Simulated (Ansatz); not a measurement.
CH$_{3}$ClFOTa, SMILES `[CH3][Ta](=[O])([F])[Cl]` at its PBE0-D4/def2-TZVP geometry, where that method's forces vanish. Total charge 0; spin multiplicity 1. Ta takes the def2 core potential.

```csv
atom,x (Å),y (Å),z (Å)
C1,-0.4757,0.8108,0.6349
Ta2,0.4809,-0.6617,-0.5822
O3,-0.0143,-0.2365,-2.1598
F4,2.3280,-0.4180,-0.4198
Cl5,-0.3589,-2.7246,-0.0087
H6,-0.2399,0.6585,1.6932
H7,-0.1591,1.8164,0.3407
H8,-1.5609,0.7552,0.5017
```

(1) For each bond, give half the difference of the two atoms' forces along it (eV/Å; positive pushes the atoms apart) under PBE-D4, r2SCAN-D4, B3LYP-D4, ωB97M-V in def2-TZVPP. (Estimate.)

Answers

(1) Computed: 
```csv
bond,length (Å),PBE-D4,r2SCAN-D4,B3LYP-D4,ωB97M-V
C1–Ta2,2.137,-0.14,-0.06,0.12,0.08
C1–H6,1.095,0.11,-0.02,-0.08,-0.07
C1–H7,1.095,0.11,-0.02,-0.07,-0.05
C1–H8,1.095,0.11,-0.01,-0.07,-0.05
Ta2–O3,1.707,0.94,0.49,0.39,-0.31
Ta2–F4,1.870,0.15,-0.02,0.11,0.07
Ta2–Cl5,2.300,-0.10,-0.01,0.11,0.16
```

B3LYP here is the variant with VWN-RPA as its local correlation; programs differ in this.
